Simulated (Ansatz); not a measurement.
Relaxation of ClF3H2OZr (8 atoms, charge 0, multiplicity 1), to a largest force component of 0.03 eV/Å in at most 50 steps.

Method: RKS PBE0-D4/def2-SVP (Ansatz).

```xyz
8
Properties=species:S:1:pos:R:3:forces:R:3
Zr -0.147 0.029 -0.139 0.10 -0.11 0.74
F -0.063 -0.006 1.816 0.01 -0.05 -0.66
F 1.567 0.343 -0.899 0.00 0.00 0.00
O -1.268 1.469 -0.637 -0.01 0.01 0.00
H -1.850 2.167 -0.937 0.00 0.01 0.00
F -0.928 -1.559 -0.832 0.00 0.00 0.00
Cl 1.781 -2.579 1.675 -0.62 0.87 0.54
H 1.127 -1.662 2.387 0.51 -0.72 -0.62
```

**Question.** Where does it end, and by what steps?

**Answer.** It converged. After 6 steps the energy has fallen by 0.101 eV; Cl7 moved furthest, 0.50 Å. Joined: Zr1–Cl7 (3.72 → 3.08 Å).

```csv
step,energy less start (eV),largest force component (eV/Å),accepted
0,0.0000,0.868,yes
1,-0.0531,0.411,yes
2,-0.0821,0.381,yes
3,-0.0866,0.225,yes
4,-0.0984,0.223,yes
5,-0.1006,0.056,yes
6,-0.1008,0.016,yes
```

```xyz
8
Properties=species:S:1:pos:R:3
Zr -0.090 -0.072 -0.036
F -0.139 0.043 1.895
F 1.617 0.293 -0.804
O -1.187 1.367 -0.596
H -1.746 2.074 -0.916
F -0.930 -1.627 -0.755
Cl 1.585 -2.276 1.325
H 1.109 -1.600 2.322
```

Whether the end is a true minimum wasn't checked by a vibrational analysis.

The run took 17 s on 4 threads of Arm Neoverse V1 (shared host), peak memory 0.28 GiB.
